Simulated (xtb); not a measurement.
C₄H₇ (SMILES [CH2]C(=C)C), doublet, from a rough starting geometry; xtb with GFN2-xTB.

xtb was given this input:
```
$ xtb mol.xyz --gfn 2 --uhf 1 --opt vtight --json

# file mol.xyz
11

C     -0.02063120     0.21566599     1.59821582
C     -0.02490596     0.19624404     0.26803059
H     -0.02768576     1.10725917     2.10548929
H     -0.06135909    -0.66042821     2.07622314
C      0.02880567     1.49812917    -0.62899530
H      0.89411891     1.47177696    -1.22989362
H     -0.89401509     1.50760171    -1.28590069
C     -0.00772952    -1.06755580    -0.59585563
H      0.00961715    -1.89888845     0.09227514
H     -0.87263486    -1.16030781    -1.23991123
H      0.91375456    -1.14742829    -1.24261758
```

Q: Predict the main parts of the log of this xtb run.

A: 
```
   ID    Z sym.   atoms
    1    6 C      1, 2, 5, 8
    2    1 H      3, 4, 6, 7, 9-11

           -------------------------------------------------
          |                Calculation Setup                |
           -------------------------------------------------

           -------------------------------------------------
          |                 G F N 2 - x T B                 |
           -------------------------------------------------

          ...................................................
          :                      SETUP                      :
          :.................................................:
          :  # basis functions                  23          :
          :  # atomic orbitals                  23          :
          :  # shells                           15          :
          :  # electrons                        23          :
          :  max. iterations                   250          :
          :  Hamiltonian                  GFN2-xTB          :
          :  restarted?                      false          :
          :  GBSA solvation                  false          :
          :  PC potential                    false          :
          :  electronic temp.          300.0000000     K    :
          :  accuracy                    1.0000000          :
          :  -> integral cutoff          0.2500000E+02      :
          :  -> integral neglect         0.1000000E-07      :
          :  -> SCF convergence          0.1000000E-05 Eh   :
          :  -> wf. convergence          0.1000000E-03 e    :
          :  Broyden damping             0.4000000          :
          :  net charge                          0          :
          :  unpaired electrons                  1          :
          ...................................................

 iter      E             dE          RMSdq      gap      omega  full diag
   1    -12.1784050 -0.121784E+02  0.413E+00    3.93       0.0  T
   2    -12.1933660 -0.149610E-01  0.258E+00    3.71       1.0  T
   3    -12.1822431  0.111229E-01  0.161E+00    3.73       1.0  T
   4    -12.1984912 -0.162481E-01  0.352E-01    3.71       1.0  T
   5    -12.1988853 -0.394182E-03  0.710E-02    3.68       1.0  T
   6    -12.1988915 -0.612516E-05  0.415E-02    3.70       1.0  T
   7    -12.1988919 -0.457464E-06  0.460E-03    3.69       6.6  T
   8    -12.1988920 -0.103082E-06  0.180E-03    3.69      16.7  T
   9    -12.1988920 -0.209281E-08  0.447E-04    3.69      67.4  T
  10    -12.1988920 -0.669189E-09  0.162E-04    3.69     186.4  T

   *** convergence criteria satisfied after 10 iterations ***

         :::::::::::::::::::::::::::::::::::::::::::::::::::::
         ::                     SUMMARY                     ::
         :::::::::::::::::::::::::::::::::::::::::::::::::::::
         :: total energy             -11.982968600499 Eh    ::
         :: gradient norm              0.148019113040 Eh/a0 ::
         :: HOMO-LUMO gap              3.691944088279 eV    ::
         ::.................................................::
         :: SCC energy               -12.198887654259 Eh    ::
         :: -> isotropic ES            0.002918789463 Eh    ::
         :: -> anisotropic ES          0.003578370725 Eh    ::
         :: -> anisotropic XC          0.010529500937 Eh    ::
         :: -> dispersion             -0.004990980913 Eh    ::
         :: repulsion energy           0.215919053760 Eh    ::
         :: add. restraining           0.000000000000 Eh    ::
         :: total charge              -0.000000000000 e     ::
         :::::::::::::::::::::::::::::::::::::::::::::::::::::

      -----------------------------------------------------------
     |                   =====================                   |
     |                        A N C O P T                        |
     |                   =====================                   |
     |               Approximate Normal Coordinate               |
[...]
 * total energy  :   -12.0240726 Eh     change        0.7680634E-02 Eh
 * total energy  :   -12.0365100 Eh     change       -0.1243741E-01 Eh
 * total energy  :   -12.0372511 Eh     change       -0.7411269E-03 Eh
 * total energy  :   -12.0376207 Eh     change       -0.3695631E-03 Eh
 * total energy  :   -12.0383436 Eh     change       -0.7229371E-03 Eh
 * total energy  :   -12.0387991 Eh     change       -0.4554664E-03 Eh
 * total energy  :   -12.0391230 Eh     change       -0.3239382E-03 Eh
 * total energy  :   -12.0391844 Eh     change       -0.6137996E-04 Eh
 * total energy  :   -12.0391922 Eh     change       -0.7858527E-05 Eh
 * total energy  :   -12.0391930 Eh     change       -0.7847367E-06 Eh
 * total energy  :   -12.0391934 Eh     change       -0.3209584E-06 Eh
 * total energy  :   -12.0391934 Eh     change       -0.1263375E-07 Eh
   *** GEOMETRY OPTIMIZATION CONVERGED AFTER 27 ITERATIONS ***
         :: total energy             -12.039193366801 Eh    ::
[...]
        11        2.0000           -0.4159094             -11.3175
        12        1.0000           -0.3199047              -8.7050 (HOMO)
        13                         -0.1634342              -4.4473 (LUMO)
        14                          0.0992262               2.7001
        15                          0.1396369               3.7997
        16                          0.1787722               4.8646
        17                          0.1920345               5.2255
        18                          0.2107441               5.7346
        19                          0.2279479               6.2028
        20                          0.2916232               7.9355
        21                          0.2980575               8.1106
        22                          0.5074564              13.8086
        23                          0.5692842              15.4910
      -------------------------------------------------------------
                  HL-Gap            0.1564704 Eh            4.2578 eV
             Fermi-level           -0.3047882 Eh           -8.2937 eV

     #   Z          covCN         q      C6AA      α(0)
     1   6 C        2.853    -0.100    30.506     9.053
     2   6 C        2.937     0.032    27.277     8.566
     3   1 H        0.926     0.037     2.487     2.466
     4   1 H        0.926     0.037     2.494     2.470
     5   6 C        2.853    -0.100    30.515     9.054
     6   1 H        0.926     0.037     2.487     2.466
     7   1 H        0.926     0.037     2.484     2.465
     8   6 C        3.761    -0.111    22.665     6.787
     9   1 H        0.925     0.042     2.425     2.435
    10   1 H        0.925     0.045     2.381     2.413
    11   1 H        0.925     0.043     2.409     2.427

 Mol. C6AA /au·bohr⁶  :       1021.579484
 Mol. C8AA /au·bohr⁸  :      22820.826979
 Mol. α(0) /au        :         50.600660

Wiberg/Mayer (AO) data.
largest (>0.10) Wiberg bond orders for each atom

 ---------------------------------------------------------------------------
     #   Z sym  total        # sym  WBO       # sym  WBO       # sym  WBO
 ---------------------------------------------------------------------------
     1   6 C    3.745 --     2 C    1.489     4 H    0.981     3 H    0.980
                             5 C    0.253
     2   6 C    3.990 --     1 C    1.489     5 C    1.480     8 C    1.014
     3   1 H    0.999 --     1 C    0.980
     4   1 H    0.999 --     1 C    0.981
     5   6 C    3.735 --     2 C    1.480     6 H    0.982     7 H    0.980
                             1 C    0.253
     6   1 H    0.999 --     5 C    0.982
     7   1 H    0.999 --     5 C    0.980
     8   6 C    3.997 --     2 C    1.014     9 H    0.985    11 H    0.982
                            10 H    0.972
     9   1 H    0.998 --     8 C    0.985
    10   1 H    0.998 --     8 C    0.972
    11   1 H    0.998 --     8 C    0.982
 ---------------------------------------------------------------------------

Topologies differ in total number of bonds
Writing topology from bond orders to xtbtopo.mol

molecular dipole:
                 x           y           z       tot (Debye)
 q only:        0.003      -0.120      -0.065
   full:       -0.007      -0.126      -0.074       0.371
molecular quadrupole (traceless):
                xx          xy          yy          xz          yz          zz
 q only:       -0.725      -0.033       0.509      -0.125       0.208       0.215
  q+dip:       -2.644      -0.061       1.281      -0.548      -0.029       1.363
   full:       -1.387      -0.034       0.780      -0.264       0.149       0.607

optimized geometry written to: xtbopt.xyz

           -------------------------------------------------
          | TOTAL ENERGY              -12.039193366801 Eh   |
          | GRADIENT NORM               0.000037559804 Eh/α |
          | HOMO-LUMO GAP               4.257777529563 eV   |
           -------------------------------------------------
```
